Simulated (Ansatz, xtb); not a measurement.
# Two structures of C2H5Ge

Structure X: `C=[CH][GeH2]`, a doublet. Structure Y: a doublet given by its coordinates. Both are isolated molecules in the gas phase, relaxed with r2SCAN-D4/def2-SVP; the shapes shown needn't be the lowest conformers.

X (Å):

```yaml
atoms:
  - { symbol: C, position_ang: [-0.0236, 0.0828, 0.4818] }
  - { symbol: C, position_ang: [0.6544, -1.0038, 0.0566] }
  - { symbol: Ge, position_ang: [2.5062, -1.3265, 0.4230] }
  - { symbol: H, position_ang: [0.4387, 0.8413, 1.1248] }
  - { symbol: H, position_ang: [-1.0725, 0.2504, 0.2102] }
  - { symbol: H, position_ang: [0.1426, -1.7191, -0.6017] }
  - { symbol: H, position_ang: [2.8471, -2.8244, 0.5097] }
  - { symbol: H, position_ang: [2.9905, -0.5405, 1.6554] }
```

Y (Å):

```xyz
8

C     0.6941   -1.2255    1.1152
C     0.4314   -0.6221   -0.1168
Ge    2.6706   -1.1039   -0.0395
H     0.8620   -0.6235    2.0124
H     0.3872    0.4662   -0.2125
H     0.0423   -1.2118   -0.9522
H     0.5145   -2.2950    1.2595
H     2.9106    0.3342    0.6156
```

Close contacts (Å): C1–C2 1.40, C1–Ge3 2.29, C2–Ge3 2.29, C1–H4 1.09, C1–H7 1.09, C2–H5 1.09, C2–H6 1.09, Ge3–H8 1.60.

Quicker runs give these differences E(Y) − E(X): GFN2-xTB −0.640 eV; HF/STO-3G +1.398 eV (at GFN2-xTB geometries); r2SCAN-D4/def2-SVP//GFN2-xTB −0.025 eV.

Q: Which of the two would you expect CCSD(T)/def2-SVP electronic energies to favour?

A: Structure X; the calculation gives E(Y) − E(X) = +0.252 eV.

How the difference moves with the method:

```csv
level,geometry,E(Y) − E(X) (eV),departure from the last row (eV),"job, with rough time for the two"
GFN2-xTB,GFN2-xTB,−0.640,−0.893,"optimisation, 0.16 s"
HF/STO-3G,GFN2-xTB,+1.398,+1.146,"single point, 0.57 s"
r2SCAN-D4/def2-SVP//GFN2-xTB,GFN2-xTB,−0.025,−0.277,"single point, 6.2 s"
r2SCAN-D4/def2-SVP,r2SCAN-D4/def2-SVP,+0.065,−0.187,"optimisation, 93 s"
HF/def2-SVP,r2SCAN-D4/def2-SVP,+0.562,+0.310,part of the CCSD(T) run
MP2/def2-SVP,r2SCAN-D4/def2-SVP,+0.047,−0.205,part of the CCSD(T) run
CCSD(T)/def2-SVP,r2SCAN-D4/def2-SVP,+0.252,,"single point, 28 s"
```

GFN2-xTB, r2SCAN-D4/def2-SVP//GFN2-xTB put the two in the other order. The largest departure from CCSD(T)/def2-SVP is that of HF/STO-3G, 1.146 eV. MP2 in a larger basis moves the difference by −0.124 eV, a step that isn't added because spin contamination makes open-shell MP2 unreliable in this search.

With harmonic frequencies from r2SCAN-D4/def2-SVP (ideal gas, rigid rotor, one conformer each, 298.15 K, 1 atm): the zero-point term adds +0.069 eV; ΔH is +0.324 and ΔG +0.307 eV.

Open shells are spin-unrestricted, with notable spin contamination under HF/STO-3G, HF/def2-SVP, MP2/def2-SVP, CCSD(T)/def2-SVP. The correlated steps freeze 11 core orbitals; the filled d shell of Ge is correlated, in a basis made for valence electrons. Mirror images aren't counted in ΔG. Run with Ansatz 0.2.0, xtb 6.7.1; the last row on 2 threads of Arm Neoverse V1 on a shared host.
